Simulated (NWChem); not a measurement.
**Correlation energy of hydrogen selenide (H2Se)**

SMILES: [SeH2]
```xyz
3

Se     0.0000     0.0000    -0.0571
H      1.0502     0.0000     0.9703
H     -1.0502     0.0000     0.9703
```
Charge 0, spin multiplicity 1.

The numbers come from NWChem runs, not from measurements. All single points use one geometry, from PBE0/def2-SVP, a minimum by its harmonic frequencies.

Basis set: 3-21G. Each correlation energy counts from its own Hartree-Fock reference.

The Hamiltonian is non-relativistic. The correlated methods keep 9 core orbitals frozen. Coupled-cluster values serve here as a point of comparison, not as the truth.

Q: One of these methods gave a correlation energy of -70.7 mHa. Which?
A. SCS-MP2
B. CCSD+T(CCSD)
C. MP2

A: B, CCSD+T(CCSD). The others give -59.4 (SCS-MP2), -53.9 (MP2).
